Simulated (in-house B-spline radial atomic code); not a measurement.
Configurations of Ho, with energies counted from [Xe] 4f11 6s2. Computed with a B-spline radial code for spherical atoms: scalar-relativistic (X2C) PBE, spin-polarised, spherical fractional occupations, Fermi nucleus of rms radius 5.2022 fm. Shells without spins written out take the highest spin.

Occupations are held fixed; configurations that lie above the ionisation limit could autoionise.

| configuration | E - E(ref) (eV) | highest orbital | its <r> (bohr) |
| --- | --- | --- | --- |
| [Xe] 4f(5 up, 6 down) 6s2 | 1.4863 | 4f up | 0.863 |
| [Xe] 4f(4 up, 7 down) 6s(0 up, 1 down) 7s(1 up, 0 down) | 3.7516 | 7s up | 9.669 |
| [Xe] 4f11 6s1 6f1 | 5.3601 | 6f up | 27.37 |
| [Xe] 4f(6 up, 4 down) 6s2 7f(1 up, 0 down) | 10.676 | 7f up | 40.15 |
| [Kr] 4d10 4f11 5s2 5p5 6s2 7d1 | 29.509 | 7d up | 19.37 |
| [Kr] 4d10 4f(6 up, 5 down) 5s2 5p(2 up, 3 down) 6s2 6f(1 up, 0 down) | 32.011 | 6f up | 27.17 |
| [Kr] 4d9 4f11 5s2 5p6 6s2 6p1 | 160.88 | 6p up | 4.866 |

Problem. Order these further configurations by energy, lowest first.
A. [Kr] 4d9 4f12 5s2 5p6 6s2
B. [Xe] 4f(7 up, 3 down) 6s2 7s(0 up, 1 down)
C. [Kr] 4d9 4f11 5s2 5p6 6s2 7d1
D. [Kr] 4d10 4f11 5s2 5p5 5f1 6s2
E. [Xe] 4f10 6s2 7f1

Solution. B (6.3823 eV), E (8.2893 eV), D (29.568 eV), A (155.61 eV), C (164.29 eV).

Problem. How far above the reference does [Xe] 4f10 5d1 6s2 lie?

Solution. 2.8059 eV; its least bound orbital is 5d up with <r> = 2.782 bohr.

Problem. How far above the reference does [Kr] 4d10 4f11 5s2 5p5 6s2 6f1 lie?

Solution. 29.853 eV; its least bound orbital is 6f up with <r> = 27.17 bohr.

Problem. How far above the reference does [Kr] 4d10 4f11 5s2 5p5 6s2 7f1 lie?

Solution. 30.032 eV; its least bound orbital is 7f up with <r> = 40.09 bohr.
